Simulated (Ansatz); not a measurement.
Ansatz (an electronic-structure program) input (CCSD(T,core; 1s of Na to Cl frozen)/cc-pwCVTZ):
A basis named .json is the Basis Set Exchange file of that set.

Ansatz 0.2 input:
```yaml
crystal:
  periodic: [false, false, false]
  atoms:
    - {symbol: Si, position_ang: [-0.00984806, 0.48601151, 0.09872435]}
    - {symbol: F, position_ang: [1.28165584, -0.45653444, 0.11660394]}
    - {symbol: F, position_ang: [-1.27897468, -0.45421375, -0.15025145]}
    - {symbol: H, position_ang: [0.11374241, 1.39257256, -1.07931323]}
basis:
  gaussian:
    orbitals: cc-pwCVTZ.json
magnetization: {spin_polarized: true, initial_magnetization: 1}
correlation: {method: ccsd_t, frozen_orbitals: {F: 0, H: 0, Si: 1}}
```

End of the output:

```
reference -13294.88414544 eV, -488.5779807490 hartree; 16, 15 occupied and 142, 143 virtual orbitals, 945 factors
second order -26.60549108 eV of doubles, -0.00000000 eV of singles
coupled cluster: 4.61 GiB planned
cycle   1  -26.42994221 eV  change    1.8e-1 eV  update   8.7e-2
cycle   2  -26.82701422 eV  change   -4.0e-1 eV  update   2.6e-2
cycle   3  -26.92991106 eV  change   -1.0e-1 eV  update   1.5e-2
cycle   4  -26.91199062 eV  change    1.8e-2 eV  update   4.4e-3
cycle   5  -26.90937825 eV  change    2.6e-3 eV  update   2.3e-3
cycle   6  -26.91158354 eV  change   -2.2e-3 eV  update   7.8e-4
cycle   7  -26.91163012 eV  change   -4.7e-5 eV  update   3.6e-4
cycle   8  -26.91152911 eV  change    1.0e-4 eV  update   1.2e-4
cycle   9  -26.91155541 eV  change   -2.6e-5 eV  update   4.6e-5
cycle  10  -26.91153717 eV  change    1.8e-5 eV  update   1.7e-5
perturbative correction -0.59483108 eV, -0.0218596392 hartree
Total energy: -13322.39051370 eV, -489.5888211379 hartree
```

It need not be the lowest isomer of its formula.
